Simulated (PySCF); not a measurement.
Structure revision by computed shifts

A compound C$_{8}$H$_{9}$NSi gives the data below (simulated from a calculation) and was assigned the structure `N#CC1(/C=C\[SiH3])C=CC=C1`.

¹³C{¹H} NMR (computed): δ 159.6 (C), 156.7 (C), 147.8 (CH), 140.2 (C), 132.9 (CH2), 126.8 (CH), 124.7 (C), 18.5 (CH3).

¹H NMR (300 MHz, computed): δ 6.75 (s, 1H), 6.27 (s, 1H), 6.19 (m, 1H), 6.11 (m, 1H), 4.86 (s, 2H), 2.54 (s, 3H).

- structure optimised with GFN2-xTB
- shieldings: GIAO PBE0/pcSseg-1
- program: PySCF 2.14
- one computed conformer, equivalent nuclei averaged, relativity neglected, gas phase

References, each an isolated molecule treated in the same way: TMS for ¹H and ¹³C.

Task: Compare with the shifts computed for the proposed structure, pairing carbons in order of shift.

Result: Atom-mapped SMILES (the numbers label the heavy atoms): `[N:1]#[C:2][C:3]1(/[CH:4]=[CH:5]\[SiH3:6])[CH:7]=[CH:8][CH:9]=[CH:10]1`. Hydrogens are named by the atom that carries them.

| atom | computed for proposal | given list | difference |
| --- | --- | --- | --- |
| C4 | 151.6 | 159.6 | -8.0 |
| C7 | 148.4 | 156.7 | -8.3 |
| C10 | 148.4 | 147.8 | +0.6 |
| C8 | 145.0 | 140.2 | +4.8 |
| C9 | 145.0 | 132.9 | +12.1 |
| C5 | 132.0 | 126.8 | +5.2 |
| C2 | 121.9 | 124.7 | -2.8 |
| C3 | 56.4 | 18.5 | +37.9 |

The rms difference is 14.9 ppm and the largest +37.9 ppm at C3 (allylic quaternary sp3 carbon). The proposal also would give 6 carbon signals, not 8. The carbon types in order of shift don't match either: CH, CH, CH, CH, CH, CH, C, C for the proposal against C, C, CH, C, CH2, CH, C, CH3 in the data. The proposal doesn't fit.

Task: Which isomer fits?

Result: `InChI=1S/C8H9NSi/c1-6-3-7(2)8(4-6)10-5-9/h3-4H,1,10H2,2H3`.

- Carbon types of the structure: 4 × C, 2 × CH, 1 × CH2, 1 × CH3, leaving 2 H on heteroatoms.
- δC 159.6, 156.7, 140.2: fully substituted alkene carbon; as expected for a trigonal carbon in a double bond.
- δC 147.8, 126.8: alkene CH; as expected for a trigonal carbon in a double bond.
- δC 132.9: terminal =CH2 carbon; the olefinic region.
- δC 124.7: nitrile carbon; typical of a nitrile.

The shifts were computed for this structure.

Shifts are as computed. Against solution values, carbons near 30 ppm lie about +3 ppm off and those near 130 ppm about +5 ppm. Of 1309 compounds with measured shifts, 239 miss one by over three times the rms of a fit or turn the order of signals round; such compounds aren't used in these exercises. Multiplicities follow the n + 1 count of equivalent neighbours, as no J values were calculated; m marks all less simple cases, F and P coupling included.
